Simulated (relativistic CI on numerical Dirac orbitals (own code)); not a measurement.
Computed by Dirac-Coulomb-Breit CI, KLI orbitals optimised for each configuration, QED by a radiative potential, unscaled Slater integrals (own radial code, finite nucleus).

Configuration list (outside the closed core [Ar] 3d10): 4s²4p⁶4d, 4s²4p⁵4d², 4s²4p⁶4f, 4s4p⁶4d², 4s²4p⁵4d4f, 4s4p⁶4d4f, 4s²4p⁶5s, 4s²4p⁶5p, 4s²4p⁶5d, 4s²4p⁵4d5s, 4s²4p⁶5f, 4p⁶4d²4f, 4s²4p⁵4d5p, 4s²4p⁶5g, 4s4p⁶4f5s, 4s4p⁶4d5s, 4s²4p⁶6s, 4s²4p⁵4d5d, 4p⁶4d³, 4p⁵4d⁴, 4p⁵4d³4f, 4p⁶4d4f², 4p⁵4d²4f², 4p⁶4f³, 4p⁵4d4f³, 4p⁶4f²5s, 4s4p⁶4f², 4s4p⁵4f³, 4s4p⁶4f5p, 4s4p⁵4f²5p, 4p⁶4f²5p. Double excitations out of closed p, d and f shells are left out; levels of such configurations are missing from the list, as are those of other unlisted configurations, and high levels can miss mixing partners. These lack a partner that the ground configuration has and come out too high: 4s²4p⁵4d5s, 4s²4p⁵4d5p, 4s²4p⁵4d5d, 4s²4p⁶5d, 4s²4p⁶5f.

At this charge energies of transitions that change n are usually good to better than 1 %, and those within a shell (Δn = 0) to a few per cent.

Outline of the computed level scheme of Dy XXX. Lowest level of each configuration: 4s²4p⁶4d ²D3/2 at 0.000 eV; 4s²4p⁵4d² ⁴D°1/2 at 122.829 eV; 4s²4p⁶4f ²F°5/2 at 168.198 eV.

Some strong electric-dipole decays among the lowest 45 levels: 4s²4p⁵4d² ²D°3/2 → 4s²4p⁶4d ²D3/2 (2.6e+12 s⁻¹); 4s²4p⁵4d² ²F°5/2 → 4s²4p⁶4d ²D3/2 (1.5e+12 s⁻¹); 4s²4p⁵4d² ²P°1/2 → 4s²4p⁶4d ²D3/2 (1.4e+12 s⁻¹); 4s²4p⁵4d² ²P°1/2 → 4s²4p⁶4d ²D3/2 (4.1e+11 s⁻¹); 4s²4p⁵4d² ²P°3/2 → 4s²4p⁶4d ²D5/2 (3.1e+11 s⁻¹); 4s²4p⁵4d² ⁴F°5/2 → 4s²4p⁶4d ²D5/2 (3.0e+11 s⁻¹); 4s²4p⁵4d² ⁴F°3/2 → 4s²4p⁶4d ²D3/2 (2.2e+11 s⁻¹); 4s²4p⁶4f ²F°7/2 → 4s²4p⁶4d ²D5/2 (2.1e+11 s⁻¹).

LS names give the leading component of a level, which can be under half, so a name can repeat, a term be missing and a line seem to break the LS rules.
